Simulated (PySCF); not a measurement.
A search over the determinants of CuF⁺

Unrestricted PBE0; PySCF, scalar-relativistic core potentials, basis sets Cu cc-pVDZ-PP with ECP10, F cc-pVDZ. Outer shells of the fragments: Cu+ 3d10; F 2s2 2p5.

Followed along the bond (rough minima from three points):

```
2Ms+1   unpaired  ⟨S²⟩ at the start  R at minimum (Å)  Te (eV)
    2        σ ↑               0.76              1.70     0.00
    2        π ↑               0.76              1.73     0.21
    2        δ ↑               0.75              1.74     1.38
    4  σ ↑↑, π ↑               3.75  none in the scan   ≤ 3.57
```

Solutions found at the starting distance of 1.850 Å, counted from the lowest of them; the search is not exhaustive and high or unbound solutions are not listed, so other states can lie among these:

| 2Ms+1 | unpaired | term | E (eV) | ⟨S²⟩ | ⟨Lz²⟩ | μ (D) |
| --- | --- | --- | --- | --- | --- | --- |
| 2 | σ ↑ | ²Σ⁺ | 0.00 | 0.76 | 0.00 | -4.98 |
| 2 | π ↑ | ²Π | 0.09 | 0.76 | 1.01 | -4.10 |
| 2 | δ ↑ | ²Δ | 1.29 | 0.75 | 4.00 | -5.97 |
| 4 | σ ↑↑, π ↑ | ⁴Π | 3.54 | 3.75 | 1.04 | 0.08 |
| 2 | σ ↑↑, π ↓ | mixed | 3.69 | 1.75 | 1.01 | 0.21 |
| 4 | σ ↑↑, δ ↑ | ⁴Δ | 4.38 | 3.75 | 4.00 | -1.30 |
| 4 | σ ↑↑↑ | ⁴Σ⁺ | 5.09 | 3.75 | 0.00 | 0.13 |

A term symbol is given only where ⟨S²⟩ and ⟨Lz²⟩ are close to those of a pure state; real π, δ and φ orbitals otherwise mix terms. A positive dipole points towards F; it is taken about the centre of mass and depends on that origin.

Q: Compare the gap between the two lowest followed solutions at the starting distance with the gap between their minima.

A: At PBE0 the second solution (doublet, unpaired electrons π ↑) lies +0.09 eV from the first (doublet, unpaired electrons σ ↑) at 1.850 Å and +0.21 eV at the minima; the two curves relax by different amounts, since their minima lie near 1.73 and 1.70 Å.

Counting both spins, an empty level lies below a filled one in some of these solutions, because spin and occupation are held. With d or f electrons several states lie close, and the lowest PBE0 determinant need not be the measured ground state.
